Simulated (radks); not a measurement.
Problem. These are the eigenvalues of the occupied orbitals of an atom or ion with whole-number occupations (eV). Method: scalar-relativistic Kohn-Sham, r2SCAN, spin-polarised, spherical densities, finite nucleus; meta-GGA in the generalised Kohn-Sham scheme; Fermi nuclear charge, rms radius of each element as measured or else 0.836 A^(1/3) + 0.57 fm; computed with a radial shooting solver on a logarithmic mesh with Libxc functionals.

orbital  eigenvalue
1s down   -71738.13
1s up     -71738.12
2s up     -12470.71
2s down   -12470.33
2p up     -10882.21
2p down   -10881.92
3s up     -2902.821
3s down   -2902.795
3p up     -2432.239
3p down   -2432.182
3d up     -1897.628
3d down   -1897.419
4s up     -617.4485
4s down   -617.1510
4p up     -462.3979
4p down   -462.1383
4d up     -266.8349
4d down   -266.5180
5s up      -95.6069
5s down    -93.0797
5p up      -57.2322
5p down    -53.7114
4f up      -50.2789
4f down    -49.6665
5d up      -14.5370
6s up      -13.9561

Which element is it, and in what charge state? The configuration may be excited. Open shells, if any, are filled with parallel spins first.

Solution. Z = 75, rhenium, charge +1: Re+ in [Xe] 4f14 5d5 6s1. The list shows which subshells hold electrons but not how many an open one holds; the 1s level, -2636.3 hartree, gives Z - s = 72.6 by -(Z - s)^2/2, which with screening and relativity narrows Z to a few neighbours, and the depths of the outer levels then fix element, charge and occupations together.
